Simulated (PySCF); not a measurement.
# Shapes and spin states of CoCl2

Computed with wB97X in PySCF with Co def2-TZVP, Cl def2-TZVP; no relativity; density-fitted integrals.

Relaxations began from a few typed shapes and spin states; open shells are unrestricted. The search is not exhaustive: other isomers or separated fragments can lie lower, and high-lying points may rest on an excited occupation.

Q: Order these stationary points by electronic energy, lowest first, in kJ/mol from the lowest minimum.
A. quartet D∞h: Co–Cl 2.082 Å (×2); Cl–Co–Cl 180.0°
B. broken-symmetry Ms = 1/2 (⟨S²⟩ 1.70) D∞h: Co–Cl 2.073 Å (×2); Cl–Co–Cl 180.0°

A: A (0.0), B (103.8).

Q: Which of them are minima?

A: By energy in kJ/mol, 0.0: minimum; 103.8: minimum.

Formally Co is in oxidation state +2, d7, with 3 unpaired electrons (the high-spin count). The Mulliken spin on Co is 2.70. The polar-tensor charge on Co, 1.19, is far below the formal one.

For the lowest minimum: other spin states or occupations of the open shell can lie lower.

The electron or spin density has lower symmetry than the nuclear frame for the broken-symmetry Ms = 1/2 (⟨S²⟩ 1.70) D∞h at 103.8 kJ/mol.
